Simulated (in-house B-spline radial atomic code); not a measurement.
Values are calculated unless marked as measured or tabulated.
# H in an electron gas of r_s = 1.8: phase shifts, screening and friction

A nucleus sits in a uniform electron gas with a rigid positive background. The Kohn-Sham equations are solved self-consistently in the spin-unpolarised LDA (PW92), non-relativistic, on B-splines with outgoing waves at the boundary and partial waves to l = 8. The model has no lattice, no bands and no magnetic solution. Atomic units; δ_l are the phase shifts at the Fermi level, counted so that each bound state adds π, and good to about 0.0005.

The density parameter is r_s = 1.8 bohr.

| l | δ_l (rad) |
| --- | --- |
| 0 | 0.9719 |
| 1 | 0.1355 |
| 2 | 0.0269 |
| 3 | 0.0059 |
| 4 | 0.0013 |
| 5 | 0.0003 |
| 6 | 0.0000 |
| 7 | 0.0000 |
| 8 | 0.0000 |

Bound levels below the band bottom (hartree): none.

**Question.** Check the Friedel sum rule, and say where the screening charge sits.

**Answer.** k_F = (9π/4)^(1/3)/r_s = 1.06620. The rule is Z = (2/π) Σ (2l + 1) δ_l. The terms are s 0.619, p 0.259, d 0.086, f 0.026 and 0.010 beyond, in all 0.999 against Z = 1. Bound states hold 0 s, 0 p, 0 d electrons, so the scattering states carry 1.00 in all.

**Question.** Find the transport cross section and the electronic stopping of a 2 keV H ion (mass 1.01 u).

**Answer.** σ_tr = (4π/k_F²) Σ (l + 1) sin²(δ_l − δ_(l+1)). The terms for l = 0 to 3 are 0.5509, 0.0235, 0.0013, 0.0001, all together 0.5758, so σ_tr = 11.054 × 0.5758 = 6.365 bohr². With n = 3/(4π r_s³) = 0.04093, the friction coefficient is Q = n k_F σ_tr = 0.2778. For v well below v_F = 1.066, dE/dx = Q v; with 24801 eV per u at v = 1, v = √(2000/(24801 × 1.01)) = 0.2826, so dE/dx = 0.07850 hartree/bohr = 40.4 eV/nm. The largest term couples the s and p waves.
